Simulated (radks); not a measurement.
The nuclear charge of neutral sulfur is varied continuously with 16 electrons held in [Ne] 3s2 3p4. All-electron calculation, scalar-relativistic Kohn-Sham, r2SCAN, spin-polarised, spherical densities, finite nucleus; open shells are filled with parallel spins first; meta-GGA in the generalised Kohn-Sham scheme; Fermi nuclear charge, rms radius 3.2611 fm. Program: a radial shooting solver on a logarithmic mesh with Libxc functionals. By the Hellmann-Feynman theorem dE/dZ = E(electron-nucleus)/Z, the electronic potential at the nucleus (averaged over a nucleus of fixed radius). The scalar-relativistic energy here is not variational (the density holds large components alone), so the two differ by a part that grows with Z.

Z     E (hartree)  E(electron-nucleus)/Z (hartree)  HOMO  e(HOMO) (eV)  <r> HOMO (bohr)
15.8   -387.41409                         -58.5243    3p        -3.898            2.235
16     -399.21809                         -59.4840    3p        -5.875            2.120
16.2   -411.21406                         -60.4425    3p        -8.015            2.022
16.4   -423.40179                         -61.4000    3p       -10.312            1.936
16.6   -435.78113                         -62.3569    3p       -12.761            1.860
16.8   -448.35196                         -63.3132    3p       -15.357            1.791
17     -461.11418                         -64.2691    3p       -18.098            1.729

The central difference of E at Z = 16 is -59.500 hartree, to compare with the third column; the second derivative is -4.8 hartree.
